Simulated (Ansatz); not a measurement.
Ideal-gas functions of CrH4N2O2 (`[NH2][Cr]([NH2])(=[O])=[O]`) at 600 K and 1 bar, from an Ansatz frequency run at PBE0-D4/def2-TZVP.

Molar mass 116.04 g/mol, point group C2v (symmetry number 2), electronic degeneracy 1, moments of inertia 114.171, 134.654, 135.761 u Å². Harmonic wavenumbers (cm⁻¹, unscaled): 45, 187, 268, 271, 277, 332, 336, 351, 387, 696, 703, 736, 772, 1112, 1139, 1511, 1522, 3587, 3592, 3709, 3710.

Use S(trans) = R[1.5 ln M + 2.5 ln T − 1.1517]; rotational temperatures θ = 24.2544 K / I; S(rot) = R[ln(√π/σ · √(T³/θAθBθC)) + 1.5]; for each mode x = 1.438777 ν̃/T, S = R[x/(eˣ − 1) − ln(1 − e⁻ˣ)] and H = RT x/(eˣ − 1); 1 cm⁻¹ = 0.0119627 kJ/mol; R = 8.31446 J/(mol·K).

By hand: the entropy, in J/(mol·K).

Translation 182.7. Rotation: θ = 0.2124, 0.1801, 0.1787 K, giving 112.0. Vibration, mode by mode: 26.83, 15.05, 12.13, 12.04, 11.87, 10.43, 10.33, 9.99, 9.23, 4.96, 4.89, 4.59, 4.29, 2.25, 2.14, 1.05, 1.03, 0.01, 0.01, 0.01, 0.01, in all 143.2. Electronic 0.0. Sum 437.9 J/(mol·K).

By hand: H − E and G − E in kJ/mol, counted from the electronic energy.

Zero-point energy ½ × 25243 × 0.0119627 = 151.0; thermal vibration 42.3; translation, rotation and pV give 4 RT = 20.0. H − E = 213.3 kJ/mol, and G − E = 213.3 − 600 × 437.9/1000 = -49.4 kJ/mol.

Vibration gives 33 % of the entropy, 26.8 J/(mol·K) of it from the mode under 150 cm⁻¹: soft modes count most, and the harmonic formula is weakest for them. The sum counts one conformer and one mirror image; others add a mixing term.
